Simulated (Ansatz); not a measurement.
Calculated with Ansatz (gas phase, PBE0-D4/def2-TZVP geometries, no zero-point term in ΔE). CBS: MP2 limit from def2 TZ/QZ plus the TZ coupled-cluster correction, frozen cores. Functionals use def2-TZVPP. For Ge outer-core shells are correlated without core-valence functions, which leaves a few kJ/mol of doubt a bond. Scalar relativity is left out up to krypton. One conformer a species, not always the lowest.

Consider the silylene formation by 1,1-elimination: `CO[SiH](O)[GeH2][OH]` → `[OH][GeH2][OH]` + `CO[SiH]`.

| level | ΔE (eV) |
| --- | --- |
| ωB97X-V | 2.77 |
| PBE0 | 2.73 |

Q: What does CCSD(T)/CBS give? (Estimate.)

A: Ansatz gave: +2.70 eV. The listed levels differ from it by 0.07, 0.03 eV.

Largest T1 diagnostic among the species: 0.015.

From PBE to PBE0 (25 % exact exchange), in def2-TZVPP and without D4, ΔE moves by +0.15 eV. In def2-TZVPP, CCSD(T) changes the Hartree–Fock value by +0.11 eV (the triples alone add +0.01 eV) and MP2 by +0.25 eV. The D4 term adds +0.18 eV with B3LYP and +0.10 eV with PBE0; it sums over pairs of atoms, weighted by their polarisabilities, and B3LYP, whose exchange is more repulsive, gets the larger term.

B3LYP here is the variant with VWN-RPA as its local correlation; programs differ in this.
